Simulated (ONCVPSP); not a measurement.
**LDA (Perdew-Zunger) ONCV dataset for F, scalar-relativistic all-electron reference.**

The input file (ONCVPSP 4.0.1):

```
# ATOM AND REFERENCE CONFIGURATION
# atsym  z   nc   nv     iexc    psfile
  F 9.00    0    3        3      upf
#
#   n    l    f
    1    0    2.00
    2    0    2.00
    2    1    4.00
#
# PSEUDOPOTENTIAL AND OPTIMIZATION
# lmax
    1
#
#   l,   rc,      ep,       ncon, nbas, qcut
    0    0.40    0.00    4    9   31.00
    1    1.25    0.00    4    9    9.50
#
# LOCAL POTENTIAL
# lloc, lpopt,  rc(5),   dvloc0
    4    5    0.30    0.00
#
# VANDERBILT-KLEINMAN-BYLANDER PROJECTORs
# l, nproj, debl
    0    2    3.20
    1    1    2.60
#
# MODEL CORE CHARGE
# icmod, fcfact, rcfact
    0    0.00    0.00
#
# LOG DERIVATIVE ANALYSIS
# epsh1, epsh2, depsh
  -12.00    5.00    0.04
#
# OUTPUT GRID
# rlmax, drl
    6.00    0.01
#
# TEST CONFIGURATIONS
# ncnf
    4
# nvcnf
#   n    l    f
    3
    1    0    2.00
    2    0    2.00
    2    1    5.00
#
    3
    1    0    2.00
    2    0    2.00
    2    1    3.00
#
    3
    1    0    2.00
    2    0    2.00
    2    1    2.00
#
    3
    1    0    2.00
    2    0    2.00
    2    1    1.00
#
```

Command:

```bash
oncvpsp.x < F.dat > F.out
```

Resulting log (shortened: citation, most of the input echo, consistency checks and plot data are left out):

```
ONCVPSP  (Optimized Norm-Conservinng Vanderbilt PSeudopotential)
scalar-relativistic version 4.0.1

#   n    l    f        energy (Ha)
    1    0    2.00    -2.4977876E+01
    2    0    2.00    -1.7298317E+00
    2    1    4.00    -1.0457023E+00

Reference configufation results
  iterations    24
  all-electron total energy (Ha)   -9.84681954D+01

Begin loop to  construct optimized pseudo wave functions
and semi-local pseudopoentials for all angular momenta

Calculating optimized projector #   1

 for l=   0

    Fraction of norm inside rc  0.962510
    Optimizing pswf for qcut=  30.98 a_B^-1,  ecut= 479.94 Ha
    Residual kinetic energy error=  1.95D-05 Ha

    Energy error per electron        Cutoff
         Ha          eV             Ha
         0.01000     0.27211      338.00
         0.00100     0.02721      396.99
         0.00010     0.00272      443.73
         0.00001     0.00027      717.08

Calculating optimized projector #   2

 for l=   0

    Fraction of norm inside rc  0.047431
    Optimizing pswf for qcut=  30.98 a_B^-1,  ecut= 479.94 Ha
    Residual kinetic energy error=  1.43D-05 Ha

    Energy error per electron        Cutoff
         Ha          eV             Ha
         0.01000     0.27211      287.18
         0.00100     0.02721      368.60
         0.00010     0.00272      431.22
         0.00001     0.00027      496.16

Calculating optimized projector #   1

 for l=   1

    Fraction of norm inside rc  0.748942
    Optimizing pswf for qcut=   9.51 a_B^-1,  ecut=  45.19 Ha
    Residual kinetic energy error=  5.66D-05 Ha

    Energy error per electron        Cutoff
         Ha          eV             Ha
         0.01000     0.27211       30.17
         0.00100     0.02721       37.37
         0.00010     0.00272       43.59
         0.00001     0.00027      145.46

Construct Vanderbilt / Kleinmman-Bylander projectors

B matrix Hermiticity error, ll=   0
   1   2    6.2757E-03

  Orthonormal projector coefficients -5.0083E+01 -1.3610E+01

Pseudoatom total energy  -96.742954

Diagnostic tests using Vanderbilt-Kleinman-Bylander pseudopotentials
  1 or more projectors used as specified by nproj input data

   l    rcore       rmatch      e in        delta e   norm test  slope test

   0   0.4015457   0.4137375 -24.9778763  -0.0000051   1.0006724   1.0005484
   0   0.4015457   0.4137375  -1.7298317   0.0001469   1.0001498   1.0001321

   1   1.2512710   1.2892623  -1.0457023  -0.0000069   0.9999964   1.0000123

 Testing for bound ghosts
   n   l    E NL Schr. Eq   E Basis Diag.   E Cutoff

   1   0      -24.977881      -24.977777   2169.61
   2   0       -1.729685       -0.033959   2169.61

   2   1       -1.045709       -1.043591    193.09

 Testing for highly-localized positive-energy ghosts
       l    <radius>/rc     E Basis Diag.   E Cutoff

       1        0.855796        6.623970    193.09  WARNING - GHOST(+)

Test configuration 0

   n   l     f        eae           eps        diff
   1   0  2.0000  -24.97787630  -24.97788138   -5.09D-06
   2   0  2.0000   -1.72983172   -1.72968482    1.47D-04
   2   1  4.0000   -1.04570228   -1.04570916   -6.88D-06

    Total energies and differences
      AE_ref= -9.84681954D+01  AE_tst= -9.84681954D+01  dif=  0.00D+00
      PS_ref= -9.67429540D+01  PS_tst= -9.67429540D+01  dif=  0.00D+00
      PSP excitation error=  0.00D+00

Test configuration 1

   n   l     f        eae           eps        diff
   1   0  2.0000  -24.21654568  -24.22654653   -1.00D-02
   2   0  2.0000   -1.08950024   -1.08736556    2.13D-03
   2   1  5.0000   -0.41506888   -0.41551314   -4.44D-04

    Total energies and differences
      AE_ref= -9.84681954D+01  AE_tst= -9.91868334D+01  dif= -7.19D-01
      PS_ref= -9.67429540D+01  PS_tst= -9.74621317D+01  dif= -7.19D-01
      PSP excitation error=  5.40D-04

Test configuration 2

   n   l     f        eae           eps        diff
   1   0  2.0000  -25.93642882  -25.90900630    2.74D-02
   2   0  2.0000   -2.48448377   -2.48434672    1.37D-04
   2   1  3.0000   -1.80488364   -1.79853635    6.35D-03

    Total energies and differences
      AE_ref= -9.84681954D+01  AE_tst= -9.70528955D+01  dif=  1.42D+00
      PS_ref= -9.67429540D+01  PS_tst= -9.53300219D+01  dif=  1.41D+00
      PSP excitation error=  2.37D-03

Test configuration 3

   n   l     f        eae           eps        diff
   1   0  2.0000  -27.07705974  -26.99564878    8.14D-02
   2   0  2.0000   -3.33522745   -3.32930223    5.93D-03
   2   1  2.0000   -2.67685818   -2.65210141    2.48D-02

    Total energies and differences
      AE_ref= -9.84681954D+01  AE_tst= -9.48210372D+01  dif=  3.65D+00
      PS_ref= -9.67429540D+01  PS_tst= -9.31123550D+01  dif=  3.63D+00
      PSP excitation error=  1.66D-02

Test configuration 4

   n   l     f        eae           eps        diff
   1   0  2.0000  -28.39024925  -28.22106935    1.69D-01
   2   0  2.0000   -4.26989947   -4.24832389    2.16D-02
   2   1  1.0000   -3.65044582   -3.58904202    6.14D-02

    Total energies and differences
      AE_ref= -9.84681954D+01  AE_tst= -9.16654918D+01  dif=  6.80D+00
      PS_ref= -9.67429540D+01  PS_tst= -8.99980390D+01  dif=  6.74D+00
      PSP excitation error=  5.78D-02
```

The run took about 2.1 s on one core of a shared server CPU.
